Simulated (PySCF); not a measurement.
## Property card for `COc1[p-]c(C)pc1C`

Compound: C₆H₉OP₂ (charge -1).
Cartesian coordinates in Å at the PBE0-D3(BJ)/def2-SVP level; atoms count from 1:
```
atom  x, y, z in Å
C1    -2.2234    1.7449   -0.1279
O2    -2.1495    0.3634   -0.2055
C3    -0.8793   -0.1740   -0.2957
P4     0.6188    0.7851   -0.3248
C5     1.6560   -0.6198   -0.4550
C6     3.1534   -0.4596   -0.5097
P7     0.8758   -2.1781   -0.4976
C8    -0.7714   -1.5562   -0.3758
C9    -1.9872   -2.4367   -0.3600
H10   -1.6869    2.1402    0.7589
H11   -1.7750    2.2352   -1.0161
H12   -3.2880    2.0225   -0.0599
H13    3.4406    0.6009   -0.6153
H14    3.6549   -0.8375    0.4014
H15    3.6023   -1.0032   -1.3612
H16   -2.6898   -2.1827   -1.1749
H17   -1.7128   -3.4984   -0.4696
H18   -2.5604   -2.3334    0.5803
```

Among its groups: ether.

**PBE0-D3(BJ)/def2-SVP geometry optimisation, gas phase (PySCF)**

| Quantity | Value |
| --- | --- |
| Rotational constants A, B, C | 1.734, 1.040, 0.658 GHz |

**PBE0/pcSseg-1 ground state and GIAO shieldings, non-relativistic (PySCF)**

| Quantity | Value |
| --- | --- |
| HOMO energy | -0.64 eV |
| LUMO energy | 4.27 eV |
| HOMO–LUMO gap | 4.91 eV |
| Lowest Hirshfeld atomic charge | -0.17 e on P4/C5 |
| Highest Hirshfeld atomic charge | +0.03 e on H12 |
| 13C chemical shifts (computed TMS as zero) by class | 183.3 (C3), 170.1 (C5), 134.3 (C8), 58.6 (C1), 22.6 (C6), 16.2 (C9) ppm |
| 1H chemical shifts (computed TMS as zero) by class | 3.66 (H10/H11/H12), 2.63 (H13/H14/H15), 2.23 (H16/H17/H18) ppm |
| Isotropic shieldings of nuclei other than C and H, by class | 232 (O2), 143 (P7), 198 (P4) ppm |
| Mayer bond orders between heavy atoms | C1–O2 0.96, O2–C3 0.94, C3–P4 1.19, P4–C5 1.27, C5–C6 1.05, C5–P7 1.31, P7–C8 1.19, C8–C9 1.07, C8–C3 1.49 |

From delta-SCF UKS SCAN, pcX-2 on the ionised atom, pcseg-1 elsewhere, spin-free X2C; 2p3/2 from a spin–orbit splitting computed afterwards within the 2p shell (PySCF):

| Property | Result |
| --- | --- |
| Core binding energies | P2p3/2 129.9 (P7), P2p3/2 130.0 (P4), C1s 284.4 (C5), C1s 284.5 (C8), C1s 285.9 (C3), C1s 286.4 (C9), C1s 286.4 (C6), C1s 288.4 (C1), O1s 534.3 (O2), P1s 2143.4 (P7), P1s 2143.5 (P4) eV |

Monoisotopic mass of the ion (most abundant isotopes, electron mass counted): 159.0134 u.

With B = h/(8π²I), that is 505.379 GHz u Å² over I, the principal moments of inertia are 291.4, 485.9 and 767.9 u Å² (most abundant isotopes). The rotational constants make it an asymmetric top with κ = (2B − A − C)/(A − C) = -0.29, nearer the prolate limit (−1).

 The geometry's basis has no diffuse functions, a weakness for an anion. NMR classes are plain means over equivalent atoms (diastereotopic ones count apart unless rotation or inversion swaps them), as if these changed places fast; in this geometry the members of some classes differ. No diffuse functions stand in pcSseg-1, which bears on an anion's orbital energies.

One conformer stands for the species.
